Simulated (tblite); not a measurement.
Species: C3H5BF2O2.
Atom-mapped SMILES: `[O:1]=[C:2]([OH:3])[CH2:4][CH2:5][B:6]([F:7])[F:8]` (hydrogens: H9 on O3; H10, H11 on C4; H12, H13 on C5)

Computed with GFN2-xTB (tblite), gas phase: L-BFGS steps from a force-field or distance-geometry start until the largest atomic force falls under 0.01 eV/Å.

Step 29: E = -759.4814 eV
```
atom  x, y, z in Å  |  force x, y, z in eV/Å
O1      1.9968    0.8156    0.7789   -0.035   0.000   0.002
C2      1.6485   -0.1274    0.1252    0.013  -0.025   0.013
O3      2.5112   -1.0408   -0.3402   -0.008   0.022   0.000
C4      0.2306   -0.4536   -0.2879    0.020   0.005   0.036
C5     -0.7585    0.6036    0.2306    0.034  -0.010  -0.008
B6     -2.2572    0.3396   -0.1947   -0.013   0.002  -0.011
F7     -2.9110    1.1199   -1.0292   -0.012   0.002   0.000
F8     -2.9738   -0.6719    0.2500    0.040  -0.026   0.000
H9      3.4172   -0.8144   -0.0748   -0.010  -0.019  -0.003
H10    -0.0188   -1.4397    0.1120    0.022   0.026  -0.063
H11     0.2232   -0.5234   -1.3788   -0.073   0.011   0.061
H12    -0.4354    1.5869   -0.1132    0.037  -0.026   0.001
H13    -0.6771    0.6062    1.3208   -0.012   0.039  -0.027
```

Step 30: E = -759.4821 eV
```
atom  x, y, z in Å  |  force x, y, z in eV/Å
O1      1.9996    0.8122    0.7802   -0.031   0.022   0.020
C2      1.6479   -0.1289    0.1259    0.026   0.000   0.015
O3      2.5081   -1.0428   -0.3419   -0.001  -0.004  -0.012
C4      0.2291   -0.4499   -0.2859    0.051   0.004   0.023
C5     -0.7581    0.6076    0.2327    0.011  -0.009  -0.022
B6     -2.2546    0.3371   -0.1970   -0.026   0.015   0.016
F7     -2.9140    1.1150   -1.0290   -0.002   0.015  -0.012
F8     -2.9665   -0.6790    0.2440    0.038  -0.048   0.008
H9      3.4152   -0.8200   -0.0771   -0.016  -0.015  -0.002
H10    -0.0195   -1.4350    0.1137    0.000  -0.011  -0.051
H11     0.2216   -0.5193   -1.3764   -0.077   0.008   0.045
H12    -0.4374    1.5901   -0.1132    0.047  -0.007  -0.008
H13    -0.6757    0.6134    1.3225   -0.020   0.030  -0.020
```

Step 31: E = -759.4829 eV
```
atom  x, y, z in Å  |  force x, y, z in eV/Å
O1      2.0026    0.8088    0.7822   -0.016   0.037   0.038
C2      1.6478   -0.1303    0.1270    0.028   0.027   0.013
O3      2.5044   -1.0452   -0.3440    0.007  -0.025  -0.019
C4      0.2284   -0.4455   -0.2830    0.057   0.000   0.006
C5     -0.7576    0.6120    0.2346   -0.018   0.000  -0.029
B6     -2.2523    0.3344   -0.1992   -0.026   0.022   0.039
F7     -2.9175    1.1096   -1.0290    0.008   0.021  -0.016
F8     -2.9574   -0.6881    0.2373    0.036  -0.057   0.010
H9      3.4127   -0.8269   -0.0799   -0.013  -0.010   0.000
H10    -0.0205   -1.4297    0.1146   -0.021  -0.054  -0.028
H11     0.2184   -0.5145   -1.3727   -0.068   0.007   0.014
H12    -0.4388    1.5939   -0.1132    0.054   0.011  -0.019
H13    -0.6747    0.6220    1.3239   -0.027   0.020  -0.009
```

Step 32: E = -759.4838 eV
```
atom  x, y, z in Å  |  force x, y, z in eV/Å
O1      2.0051    0.8055    0.7852    0.009   0.039   0.047
C2      1.6482   -0.1317    0.1285    0.016   0.049   0.008
O3      2.5003   -1.0481   -0.3466    0.010  -0.029  -0.015
C4      0.2281   -0.4406   -0.2796    0.031  -0.008  -0.012
C5     -0.7569    0.6174    0.2364   -0.040   0.012  -0.027
B6     -2.2502    0.3318   -0.2009   -0.016   0.024   0.054
F7     -2.9208    1.1038   -1.0293    0.015   0.018  -0.008
F8     -2.9456   -0.7001    0.2296    0.036  -0.049   0.006
H9      3.4097   -0.8351   -0.0830   -0.001  -0.006   0.003
H10    -0.0225   -1.4244    0.1151   -0.033  -0.085  -0.003
H11     0.2130   -0.5089   -1.3683   -0.046   0.005  -0.023
H12    -0.4395    1.5985   -0.1138    0.054   0.020  -0.029
H13    -0.6735    0.6324    1.3252   -0.034   0.010   0.000
```

Task: Estimate the geometry and energy of step 33. (The exact step hangs on the optimiser's Hessian estimate; all steps are aligned on step 32, rigid shifts and turns removed.)

Result: E = -759.4846 eV, largest force 0.091 eV/Å
```
atom  x, y, z in Å  |  force x, y, z in eV/Å
O1      2.0062    0.8028    0.7887    0.035   0.024   0.042
C2      1.6486   -0.1325    0.1298   -0.003   0.054   0.003
O3      2.4968   -1.0508   -0.3491    0.005  -0.011  -0.002
C4      0.2278   -0.4367   -0.2766   -0.014  -0.017  -0.024
C5     -0.7564    0.6229    0.2379   -0.041   0.021  -0.017
B6     -2.2483    0.3297   -0.2013    0.000   0.021   0.054
F7     -2.9229    1.0986   -1.0296    0.015   0.005   0.008
F8     -2.9328   -0.7129    0.2221    0.034  -0.026  -0.003
H9      3.4069   -0.8424   -0.0853    0.013  -0.004   0.004
H10    -0.0256   -1.4210    0.1150   -0.032  -0.084   0.013
H11     0.2058   -0.5034   -1.3646   -0.017   0.001  -0.049
H12    -0.4385    1.6031   -0.1149    0.044   0.015  -0.034
H13    -0.6719    0.6430    1.3266   -0.039   0.001   0.002
```

The energy changes by -0.0009 eV. The first-order estimate −F·Δx gives -0.0012 eV and the mean of the old and new forces, exact on a quadratic surface, -0.0009 eV. The step makes an angle of 77° with the force vector and moves no atom by more than 0.020 Å.

The cost below is that of the whole relaxation. The run took 0.47 s wall on AMD EPYC 7R43, one thread, no GPU, shared host with 256 logical CPUs at a one-minute load of 110.
